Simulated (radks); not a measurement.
Values are calculated unless marked as measured or tabulated.
Problem. Radial electron density D(r) = 4 pi r^2 rho(r) of an atom or ion with 58 electrons. Level of theory: scalar-relativistic Kohn-Sham, PBEsol, spin-unpolarised, spherical densities, finite nucleus; Fermi nuclear charge, rms radius of each element as measured or else 0.836 A^(1/3) + 0.57 fm (a radial shooting solver on a logarithmic mesh with Libxc functionals).

r (bohr),D(r) (e/bohr)
0.001343,4.848
0.001821,7.931
0.002467,12.72
0.003344,19.84
0.004532,29.84
0.006142,42.71
0.008324,57.21
0.01137,70.54
0.01541,77.47
0.02089,75.68
0.02831,69.47
0.03837,70.86
0.052,86.84
0.07047,102.0
0.09551,93.26
0.1294,76.01
0.1754,83.34
0.2377,84.51
0.3222,49.52
0.4367,32.83
0.5918,38.55
0.8021,25.34
1.087,11.98
1.485,8.336
2.013,4.558
2.728,1.597
3.697,0.6168
5.01,0.2226
6.79,0.03771
9.202,0.002089

What is the nuclear charge?

Solution. Z = 59. The innermost maximum, from 1s, lies near gamma/Z bohr with gamma = sqrt(1 - (Z/c)^2) = 0.903, here 0.0153 bohr (found: 0.0168), and its height grows with Z. The density is that of the praseodymium ion Pr+ in [Xe] 4f2 5d1 6s1; the configuration itself is not fixed sharply by these data, and Z only to a few units. D(r) has 4 maxima, at r = 0.0168, 0.0745, 0.209, 0.578 bohr, and minima at 0.0322, 0.138, 0.423 bohr, inside which lie 1.95, 11.18, 29.05 electrons.
